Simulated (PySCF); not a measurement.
Polarisability and C₆ of Br²⁺ (bromine, charge +2)

[Ar] 3d10 4s2 4p3, high-spin 4S determinant. Computed with PySCF 2.14 in aug-cc-pwCVTZ-PP with ECP10MDF (8s7p6d4f1g, 96 functions), with a scalar-relativistic core potential. Coupled (time-dependent) response in atomic units; α is the mean over directions.

```tsv
method	mean α (bohr³)	C₆ (like pair)	S(−4)
UHF	8.402	40.83	16.58
PBE	8.368	40.76	15.74
PBE0	8.320	40.45	15.58
MN15	8.348	39.78	16.16
PW91	8.367	40.72	15.80
```

S(−4) is the Cauchy moment in α(ω) = α(0) + S(−4) ω² + …

α(iu) at MN15:

| u (hartree) | α(iu) (bohr³) |
| --- | --- |
| 0 | 8.348 |
| 0.0500 | 8.308 |
| 0.100 | 8.190 |
| 0.200 | 7.752 |
| 0.300 | 7.124 |
| 0.500 | 5.687 |
| 0.750 | 4.131 |
| 1.00 | 3.033 |
| 1.50 | 1.795 |
| 2.00 | 1.197 |
| 3.00 | 0.6724 |
| 5.00 | 0.3329 |

A single London oscillator, α(iu) = α/(1 + u²/ω²), gives C₆ = (3/4) ω α². Matching the computed C₆ needs ω = 4 × 39.78 / (3 × 8.348²) = 0.761 hartree.

For an ion, C₆ is the dispersion term alone; charge-induced terms of lower order in 1/R come first.

Energies and moments cover only the electrons outside the core potential.
